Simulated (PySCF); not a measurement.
A PySCF script (with the pyscf-properties extension) for the NMR shieldings of `C(=CC(C)=O)(C)C`, C6H10O, on a GFN2-xTB geometry:

```python
import basis_set_exchange as bse
import numpy as np
from pyscf import gto, dft
from pyscf.prop import nmr

atoms = """
C     2.821953   -0.154558    0.126147
C     1.414320   -0.679272   -0.064845
O     1.196104   -1.862482   -0.228535
C     0.392826    0.369570   -0.025509
C    -0.938003    0.195963   -0.031917
C    -1.610420   -1.131701   -0.115235
C    -1.862672    1.369781    0.042799
H     3.059815    0.553392   -0.665167
H     2.895589    0.363584    1.080160
H     3.531857   -0.976576    0.102267
H     0.782412    1.377234    0.039027
H    -2.500406   -1.148891    0.511382
H    -1.922944   -1.310470   -1.144596
H    -0.935534   -1.932826    0.169335
H    -2.430835    1.334235    0.972323
H    -1.323231    2.312490    0.000551
H    -2.577829    1.332557   -0.778098
"""
names = dict.fromkeys(["C", "O", "H"], "pcSseg-1")
basis = {el: gto.basis.parse(bse.get_basis(n, elements=[el], fmt="nwchem")) for el, n in names.items()}
mol = gto.M(atom=atoms, basis=basis, charge=0, verbose=0)
mf = dft.RKS(mol, xc="PBE0")
mf.grids.level = 2
mf.grids.alignment = dft.numint.BLKSIZE   # the property module wants whole blocks of grid points
mf.conv_tol = 1e-9
mf.kernel()

calc = nmr.RKS(mf)   # GIAO
C = mf.mo_coeff
Co = C[:, mf.mo_occ > 0]
resp = mf.gen_response(singlet=True, hermi=2)
def vind(x):   # induced exchange potential for any number of trial vectors
    d = np.einsum("pi,xij,qj->xpq", C, 2 * x.reshape(-1, C.shape[1], Co.shape[1]), Co, optimize=True)
    return np.einsum("xpq,pi,qj->xij", resp(d - d.transpose(0, 2, 1)), C, Co, optimize=True).ravel()
mo1, _ = nmr.rhf.solve_mo1(calc, with_cphf=vind)
sigma = calc.kernel(mo1)
for i, s in enumerate(sigma):   # ppm
    w = np.linalg.eigvalsh((s + s.T) / 2)
    print("%2d %-2s iso %8.1f  s11 %8.1f  s22 %8.1f  s33 %8.1f" % (i, mol.atom_pure_symbol(i), w.mean(), *w))
```

**Question.** What does it print?

**Answer.** 
```
 0 C  iso    151.4  s11    128.2  s22    136.9  s33    189.2
 1 C  iso    -14.2  s11    -98.1  s22    -44.9  s33    100.3
 2 O  iso   -304.1  s11   -897.2  s22   -371.5  s33    356.3
 3 C  iso     59.8  s11    -40.7  s22     89.4  s33    130.6
 4 C  iso     18.6  s11    -90.3  s22    -16.3  s33    162.5
 5 C  iso    165.0  s11    142.7  s22    167.9  s33    184.6
 6 C  iso    156.3  s11    136.4  s22    145.4  s33    187.0
 7 H  iso     29.4  s11     26.4  s22     29.1  s33     32.7
 8 H  iso     29.3  s11     26.4  s22     29.2  s33     32.4
 9 H  iso     29.8  s11     26.6  s22     28.3  s33     34.5
10 H  iso     25.5  s11     21.3  s22     23.6  s33     31.5
11 H  iso     30.4  s11     26.3  s22     29.7  s33     35.3
12 H  iso     30.0  s11     27.0  s22     27.3  s33     35.8
13 H  iso     27.2  s11     20.8  s22     27.4  s33     33.3
14 H  iso     29.6  s11     26.6  s22     27.8  s33     34.6
15 H  iso     29.9  s11     25.8  s22     29.0  s33     34.9
16 H  iso     29.7  s11     26.1  s22     28.4  s33     34.4
```

These numbers come from an equivalent density-fitted implementation of the same equations, which agrees with the script to about 0.01 ppm for H and up to a few tenths of a ppm for heavy atoms, so last digits may differ.

**Question.** Turn these shieldings into chemical shifts. Shifts are taken against calculated references (same method and geometry level): $^{13}$C (186.93 ppm) and $^{1}$H (31.72 ppm) vs TMS; H2O for $^{17}$O (336.08 ppm).

**Answer.** Averaging equivalent atoms: C 1: 201.2; C 4: 168.3; C 3: 127.2; C 0: 35.5; C 6: 30.6; C 5: 21.9; O 2: 640.2; H 10: 6.26; H 11/12/13: 2.52; H 7/8/9: 2.21; H 14/15/16: 1.97 ppm. Unscaled 17O shifts of doubly bonded oxygen tend to come out too high, by tens of ppm or more. Experimental scales use liquid or dissolved standards, which lie at an offset from isolated H2O (liquid H2O: subtract about 36 ppm).

Size and cost of the density-fitted run: 169 basis functions, 44 s wall time on 1 thread of an Arm Neoverse V2, shared host.
